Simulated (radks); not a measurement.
Fractional charge and spin in the 4s shell of rubidium: the spin-up occupation runs from 0 to 1 and the spin-down occupation from 0 to 1; the fullest corner is Rb+, [Ar] 3d10 4p6 4s(up 1, down 1). Calculated with a radial shooting solver on a logarithmic mesh with Libxc functionals: scalar-relativistic Kohn-Sham, PBE, spin-polarised, spherical densities, point nucleus. Energy (eV) minus the two flat planes that join the four corners (they meet along the diagonal where the two added fractions sum to one electron); zero is where a piecewise linear energy would lie.

| down \ up | 0 | 0.5 | 1 |
|---|---|---|---|
| 0 | 0.000 | -1.731 | 0.000 |
| 0.5 | -1.731 | 0.289 | -1.614 |
| 1 | 0.000 | -1.614 | 0.000 |

Corners above the fullest one (they belong to Rb2+ and the next ion): (up 1, down 0) 44.008 eV, (up 0, down 1) 44.008 eV, (up 0, down 0) 102.56 eV. With half an added electron in each spin the energy lies 0.289 eV from the planes, and with half an added electron in spin up alone -1.731 eV. The planes are only a guide here: the flat-plane condition holds for ground states with one frontier orbital, while this shell lies below other occupied shells, so the corners above the fullest one are inner-hole states and not the ground states of those ions.
